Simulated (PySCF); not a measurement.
Lu(NO3)3 at several levels of theory

Computed with PySCF 2.14.0 (density fitting, no spin-orbit coupling) at the geometry relaxed with r2SCAN:

```xyz
13
Lu(NO3)3 (singlet in the valence; each metal's 4f electrons, 14 of them, lie in its core potential, out of spins and levels)
Lu    0.0000    0.0000    0.0000
O     1.9853    0.2440    1.0525
O     1.9853   -0.2440   -1.0525
N     2.6977    0.0000    0.0000
O     3.8841    0.0000    0.0000
O    -1.2040    1.5973    1.0525
O    -0.7813    1.8413   -1.0525
N    -1.3488    2.3363    0.0000
O    -1.9420    3.3637    0.0000
O    -0.7813   -1.8413    1.0525
O    -1.2040   -1.5973   -1.0525
N    -1.3489   -2.3363    0.0000
O    -1.9421   -3.3637    0.0000
```

| level | basis | state | HOMO (eV) | gap (eV) | charge on Lu1 (e) | population of f-type functions on Lu1 (polarisation alone where 4f lies in the core) | dipole about the centre of mass (D) | largest force component (eV/Å) |
| --- | --- | --- | --- | --- | --- | --- | --- | --- |
| r2SCAN | Lu lcecp-1-SVP with ECP60, O def2-SVP, N def2-SVP | singlet | -8.23 | 4.33 | 1.25 | 0.06 | 0.00 | 0.07 |
| BP86 | the same | singlet | -7.79 | 3.83 | 1.07 | 0.06 | 0.00 | 1.20 |
| TPSSh | the same | singlet | -8.63 | 5.16 | 1.24 | 0.07 | 0.00 | 0.27 |
| B3LYP | the same | singlet | -9.30 | 6.06 | 1.19 | 0.07 | 0.00 | 0.15 |
| r2SCAN | Lu lcecp-1-TZVP with ECP60, O def2-TZVP, N def2-TZVP | singlet | -8.19 | 4.38 | 1.52 | 0.08 | 0.00 | 0.20 |

In the lcecp rows the 4f levels are missing from HOMO and gap, and the state counts the valence alone.

Charges are Mulliken's, which hang on the basis. The relaxation used the grid (50, 194), these runs (75, 302) or, all-electron (x2c bases, spin-free X2C Hamiltonian), (99, 590).

Problem. What does HF with Lu lcecp-1-SVP with ECP60, O def2-SVP, N def2-SVP give here?

Solution. state singlet, HOMO (eV) -14.59, gap (eV) 15.62, charge on Lu1 (e) 1.77, population of f-type functions on Lu1 (polarisation alone where 4f lies in the core) 0.06, dipole about the centre of mass (D) 0.00, largest force component (eV/Å) 4.14. Time: 10 s on 4 threads of Arm Neoverse V2 (shared host), from an already converged density.

In the first row's basis the gap widens with exact exchange: 3.8 to 4.3 eV for BP86, r2SCAN (none); 5.2 to 6.1 eV for TPSSh, B3LYP (a fixed share); 15.6 eV for Hartree–Fock (rising or full at long range).

No frequency check is given that shows the relaxed geometry to be a minimum. An lcecp potential fixes the number of 4f electrons, so in runs with it no electron can move into or out of that shell.
